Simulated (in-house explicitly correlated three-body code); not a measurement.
Computed with an exponentially correlated three-body code. Model: two electrons around a point charge, non-relativistic, variational in 260 exponentially correlated functions (energies converged to about 1e-7 hartree, or 1e-8 relative for large Z).

For two electrons in a singlet the Kohn-Sham orbital is the square root of half the density, so the exact Kohn-Sham potential and energy parts follow from the density alone, and exchange is minus half the Hartree energy. The Kohn-Sham level equals minus the binding energy of the second electron.

Command:
```bash
python run_hyl.py task.json out
```
Settings (lengths in bohr, energies in hartree):
```
Z                      1.64
interaction_strength   1
functions              260
states_tried           13
```

Run time, properties included: 35 s on 1 thread of Intel(R) Xeon(R) Platinum 8375C CPU @ 2.90GHz (Ice Lake), on a shared host.

**Converged states only, values per electron or pair.**

Given: nuclear charge 1.64.

```
term  mean r (bohr)  mean r squared (bohr²)  mean inverse r (1/bohr)  mean r12 (bohr)  mean inverse r12 (1/bohr)  mean cosine  mean p1 dot p2 (bohr⁻²)  delta r1 (bohr⁻³)  delta r12 (bohr⁻³)
1 1S         1.2009                  2.0205                   1.3285           1.8576                    0.72217    -0.076839                  0.11319            0.92627            0.044135
2 3S         3.4928                  22.302                  0.92847            6.175                    0.19493    -0.016279                 0.004085            0.71841                   -
2 1S          4.234                  33.809                  0.91099            7.631                    0.16949    -0.013015                0.0053217            0.71414           0.0025466
2 3P         4.0679                  32.259                  0.90577           7.3141                    0.17287    -0.023993                -0.020189            0.69717                   -
2 1P              ?                       ?                        ?                ?                          ?            ?                        ?                  ?                   ?
3 3S         8.4385                  145.74                   0.8632               16                   0.081321   -0.0040197               0.00097333             0.7059                   -
3 1S         9.6125                  190.95                  0.85861           18.342                   0.074033    -0.003631                0.0014088            0.70522           0.0006839
3 3P              ?                       ?                        ?                ?                          ?            ?                        ?                  ?                   -
3 1P         10.271                  222.27                  0.85526           19.657                   0.070313   -0.0021961                0.0043837            0.70209          4.3125e-05
4 3S         15.727                  525.93                   0.8431            30.56                   0.044277   -0.0015439               0.00037022            0.70349                   -
4 1S         17.336                  641.55                  0.84126           33.774                    0.04126   -0.0014765               0.00056348            0.70325          0.00027519
4 3P         17.822                  685.66                  0.84076           34.748                   0.041671   -0.0029214               -0.0026038             0.7014                   -
4 1P         18.491                  738.03                  0.83987           36.084                   0.039649  -0.00090201                 0.001905            0.70209          1.9049e-05
```

Q: What belongs in the row 2 1P?

A: mean r (bohr): 4.3926; mean r squared (bohr²): 37.65; mean inverse r (1/bohr): 0.89918; mean r12 (bohr): 7.94; mean inverse r12 (1/bohr): 0.1577; mean cosine: -0.0080484; mean p1 dot p2 (bohr⁻²): 0.013404; delta r1 (bohr⁻³): 0.70214; delta r12 (bohr⁻³): 0.0001257.

Q: What belongs in the row 3 3P?

A: mean r (bohr): 9.7714; mean r squared (bohr²): 201.22; mean inverse r (1/bohr): 0.85735; mean r12 (bohr): 18.664; mean inverse r12 (1/bohr): 0.075056; mean cosine: -0.0070191; mean p1 dot p2 (bohr⁻²): -0.0061795; delta r1 (bohr⁻³): 0.70055.

**Exact Kohn-Sham parts of the ground state from its density.**

Computed: total energy -1.81766529 hartree; Kohn-Sham kinetic 1.783 hartree; Hartree energy 1.5962 hartree; exchange energy -0.79812 hartree; kinetic part of the DFT correlation energy 0.03464 hartree; potential part of the DFT correlation energy -0.075955 hartree; exact minus restricted Hartree-Fock -0.041181 hartree; Kohn-Sham level -12.867 eV; dipole polarisability 4.0371 bohr³; C6 of two such species 7.0739 hartree·bohr⁶.

Q: What is the DFT correlation energy?

A: -0.041315 hartree.

Q: What is the restricted Hartree-Fock level?

A: -13.286 eV.

**Functionals on the exact density and self-consistent, errors are functional minus exact, hybrids only self-consistent, a dash where a self-consistent run leaves the top level unbound.**

```tsv
result	exchange error (millihartree)	correlation error (millihartree)	functional driven error (millihartree)	density driven error (millihartree)	self consistent total error (millihartree)	top level plus exact binding (eV)
BLYP	-3.0972	0.31422	-2.783	-1.1929	-3.9759	6.4285
revTPSS	-4.805	-2.9451	-7.7501	-0.14384	-7.894	6.0293
wB97X	-	-	-	-	-1.6576	1.8824
OLYP	-3.0633	0.31422	-2.7491	-1.2662	-4.0153	6.5269
AM05	82.517	-46.898	35.62	-0.98867	34.631	6.705
PBE	5.9062	1.5378	7.444	-0.82442	6.6196	6.5102
LDA PW92	108.52	-60.106	48.416	-1.4336	46.982	6.5903
M06-L	-10.115	4.1262	-5.9891	-2.2622	-8.2513	5.9768
r2SCAN	?	?	?	?	?	?
TPSS	-5.4716	0.34981	-5.1218	-0.24287	-5.3647	6.1718
PW91	3.4518	-1.5476	1.9042	-0.86746	1.0367	6.433
BP86	-3.0972	-1.9529	-5.0502	-0.61182	-5.662	6.3805
PBE0	-	-	-	-	5.7439	4.647
B3LYP VWN-RPA	-	-	-	-	-12.163	4.8066
RPBE	-8.0379	1.5378	-6.5001	-0.96352	-7.4636	6.4754
SCAN	-5.7304	5.0108	-0.71958	-0.21556	-0.93514	5.9939
PBEsol	42.243	-8.2659	33.977	-0.86486	33.112	6.6737
HSE06	-	-	-	-	?	?
LDA VWN5	108.52	-60.368	48.154	-1.418	46.736	6.5881
r2SCAN0	-	-	-	-	0.66019	4.28
```

Q: What belongs in the row r2SCAN?

A: exchange error (millihartree): -5.7304; correlation error (millihartree): 5.0108; functional driven error (millihartree): -0.71958; density driven error (millihartree): -0.21556; self consistent total error (millihartree): -0.93514; top level plus exact binding (eV): 5.9939.

Q: What belongs in the row HSE06?

A: self consistent total error (millihartree): 4.7602; top level plus exact binding (eV): 5.0508.

**Density and exact potentials over r, pair density (one pair, times 4 pi r12^2) and exact minus Kohn-Sham pair density over r12.**

```csv
radius (bohr),radial density (electrons/bohr),exchange potential (hartree),intracule density (1/bohr),Coulomb hole against Kohn-Sham (1/bohr),correlation potential (hartree)
0.142,0.2963,-1.2973,0.012394,-0.01056,-0.049
0.167,0.3784,-1.287,0.017324,-0.01409,-0.044
0.196,0.47541,-1.2737,0.024095,-0.01857,-0.039
0.23,0.5881,-1.2568,0.033446,-0.02418,-0.033
0.27,0.7151,-1.2354,0.046325,-0.03107,-0.026
0.317,0.85206,-1.2086,0.06388,-0.03919,-0.018
0.373,0.99358,-1.1751,0.087841,-0.0484,-0.008
0.437,1.1237,-1.1356,0.11859,-0.05765,0.001
0.514,1.2359,-1.0877,0.15905,-0.0662,0.011
0.603,1.3111,-1.0328,0.20842,-0.0719,0.02
0.708,1.3381,-0.97036,0.26689,-0.07263,0.027
0.831,?,?,?,?,?
0.975,1.2162,-0.82745,0.3945,-0.05107,0.033
1.15,1.066,-0.74753,0.44899,-0.02744,0.031
1.34,0.88995,-0.67242,0.47773,-0.00177,0.026
1.58,0.6823,-0.59272,0.47346,0.02342,0.02
1.85,?,?,?,?,?
2.18,0.31424,-0.44917,0.34745,0.04074,0.008
2.55,0.18546,-0.38807,0.25039,0.03192,0.005
3,0.094521,-0.33184,0.15307,0.01802,0.002
3.52,0.04198,-0.28361,0.079004,0.006562,0.001
4.13,0.015676,-0.242,0.033223,0.0005706,0
```

Q: What belongs in the row 0.831?

A: radial density (electrons/bohr): 1.3071; exchange potential (hartree): -0.90142; intracule density (1/bohr): 0.33104; Coulomb hole against Kohn-Sham (1/bohr): -0.06611; correlation potential (hartree): 0.031.

Q: What belongs in the row 1.85?

A: radial density (electrons/bohr): 0.48884; exchange potential (hartree): -0.51974; intracule density (1/bohr): 0.42952; Coulomb hole against Kohn-Sham (1/bohr): 0.03846; correlation potential (hartree): 0.014.

The density-driven part is never positive, since each functional's own density lowers its energy. Here it is small beside the functional-driven part (median ratio 0.12), the normal case. The correlation energy of density-functional theory lies 0.13 millihartree below exact minus Hartree-Fock, because the Hartree-Fock density, unlike the exact one, minimises the Hartree-Fock energy.
